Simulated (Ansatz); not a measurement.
Total energies of `FCC(F)(F)COC(F)(F)F`.

```xyz
15

F     1.2832    0.8887   -1.9237
C     1.8009    0.6233   -0.6814
C     1.1980   -0.6589   -0.1483
F     1.7073   -0.8540    1.0933
F     1.5882   -1.7068   -0.9164
C    -0.3130   -0.6955   -0.1044
O    -0.7362    0.4100    0.6791
C    -2.0614    0.5388    0.8392
F    -2.2824    1.6097    1.5777
F    -2.6046   -0.5208    1.4497
F    -2.7032    0.6836   -0.3260
H     1.5607    1.4467   -0.0064
H     2.8831    0.4951   -0.7586
H    -0.6977   -0.6202   -1.1232
H    -0.6229   -1.6397    0.3492
```

Charge 0, multiplicity 1. The structure was optimised at the PBE0-D4/def2-TZVP level. It is one conformer, not always the lowest. Basis def2-TZVPP, the Gaussian-basis code of Ansatz.

RPA on PBE orbitals: Hartree–Fock energy of these orbitals -825.53449 Eh, correlation -3.57487 Eh (frozen core).

```
             functional  energy without D4 (Eh)  D4 term (kJ/mol)
                    PBE              -828.65236             -31.6
HSE06 (plane-wave form)              -828.62785             -24.6
```

Question: Give the same for LDA (SPW92), revPBE, BLYP, r2SCAN, B97M-V, PBE0, B3LYP, r2SCANh, r2SCAN0, BHLYP, CAM-B3LYP, LC-ωPBE, ωB97X-V, ωB97M-V, B2PLYP, PBE-QIDH. (Best estimate.)

Answer: The calculation gave: 
```csv
functional,energy without D4 (Eh),D4 term (kJ/mol)
LDA (SPW92),-823.77620,–
revPBE,-829.20047,-109.1
BLYP,-829.35979,-70.1
r2SCAN,-829.12529,-8.7
B97M-V,-829.25433,–
PBE0,-828.66283,-26.7
B3LYP,-829.48221,-49.8
r2SCANh,-829.08064,-9.0
r2SCAN0,-829.01658,-9.8
BHLYP,-829.14010,-33.8
CAM-B3LYP,-829.26000,-26.5
LC-ωPBE,-829.02847,–
ωB97X-V,-829.22835,–
ωB97M-V,-829.27762,–
B2PLYP,-828.98965,–
PBE-QIDH,-828.55984,–
```

B3LYP takes the VWN-RPA correlation (the form of Gaussian; ORCA's B3LYP/G). HSE06 is the plane-wave form, built on full-range PBE exchange. The double hybrids freeze the cores in their second-order part.

LC-ωPBE has ω = 0.4 bohr⁻¹.
